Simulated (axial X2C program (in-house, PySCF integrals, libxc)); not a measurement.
LiCr⁺: cheaper levels and CCSD(T), two-component

Computed with an in-house all-electron X2C program for linear molecules (integrals from PySCF). Two-component (2c) means X2C with spin–orbit coupling and atomic mean-field two-electron Coulomb and Gaunt terms. Basis: Cr dyall-cv3z [9s10p6d3f2g], Li dyall-cv3z [7s8p2d] (cores contracted in-house); Gaussian nuclei, density fitting, unrestricted open shells. Masses: Cr 51.941 u, Li 7.016 u.

State: Ω = 3 (⟨Sz⟩ = 3.00, ⟨Lz⟩ = 0.00 at HF); fragments Cr + Li+.

```csv
level,Re (Å),ωe (cm⁻¹),De (eV)
PBE0,2.907,216.3,0.849
HF,3.047,209.9,0.985
MP2,2.932,226.2,0.900
CCSD,2.939,225.3,0.921
r2SCAN,2.857,224.6,0.795
```

Correlated methods: 6 electrons correlated (number of frozen shells: Cr 3 s, 2 p; Li 1 s), 238 virtual spin orbitals or spinors in MP2, 45 natural virtuals in coupled cluster.

CCSD(T), same Hamiltonian and basis:

Re = 2.932 Å, ωe = 226.6 cm⁻¹, De = 0.92 eV; T1 = 0.023 (Lee–Taylor normalisation).

**Question.** Give the differences from CCSD(T) in the columns below.

**Answer.** 

```
 level  ΔRe (Å)  Δωe (cm⁻¹)  ΔDe (eV)
  PBE0   -0.025       -10.3     -0.07
    HF    0.115       -16.7      0.07
   MP2    0.000        -0.4     -0.02
  CCSD    0.007        -1.3      0.00
r2SCAN   -0.075        -2.0     -0.12
```

The state is a single determinant with fixed occupations, the lowest that a limited PBE0 search found. Dissociation energies refer to the lowest single-determinant-based atoms at the same level and basis. Density functionals use the spin component along the axis (collinear). CCSD and (T) use frozen natural virtuals with an MP2 correction for the truncation; (T) itself is uncorrected, so its De runs slightly low. Other states lie close and PBE0, whose exact exchange favours high spin, may order them wrongly; the determinant shown need not be the ground state. The nearest other 2c determinant of the search, Ω = 2, lies 0.81 eV up at the distance of the search. With several unpaired electrons one determinant need not be a pure state. Open-shell Ω = 0 determinants with evenly filled partner blocks cannot be reached by this program, so the Ω shown need not be the lowest component.
